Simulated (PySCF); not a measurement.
Compound: C4H11NOSi2.
SMILES: `CC(=O)NC1[SiH2]C[SiH2]1`

Torsions of this conformer, `[CH3:1][C:2](=[O:3])[NH:4][CH:5]1[SiH2:6][CH2:7][SiH2:8]1`: C1–C2–N4–C5 -179°, C2–N4–C5–Si6 19°.

The closed-shell ground state was solved at several levels (PySCF, density fitting, gas phase, non-relativistic). Isolated species at its PBE0-D3(BJ)/def2-SVP geometry (one conformer only).

```csv
level,basis functions,total energy (Eh),HOMO (eV),LUMO (eV),gap (eV),dipole (D)
PBE0/pcSseg-1,205,-867.3955,-7.20,0.34,7.54,3.44
CAM-B3LYP/def2-SVPD,259,-867.5147,-8.58,0.76,9.34,3.53
```

Problem. What might wB97X-D/pcSseg-1 (205 basis functions) give for the same quantities?

Solution. Total energy -867.8706 Eh, HOMO -9.05 eV, LUMO 2.10 eV, gap 11.15 eV, dipole 3.50 D.

Problem. Over all these levels, which gives the widest orbital gap and which the narrowest?

Solution. wB97X-D/pcSseg-1 (range-separated hybrid) has the widest, 11.15 eV, and PBE0/pcSseg-1 (global hybrid, 25 % exact exchange) the narrowest, 7.54 eV. The two share the basis. From the narrowest to the widest the HOMO moves by -1.85 eV and the LUMO by +1.76 eV.

Problem. How far do the dipole and the HOMO energy spread over the levels?

Solution. The dipole runs from 3.44 to 3.53 D (mean 3.49 D) and the HOMO from -9.05 to -7.20 eV.

Note: wB97X-D ran without an empirical dispersion term, which enters the total energy and its gradient alone.
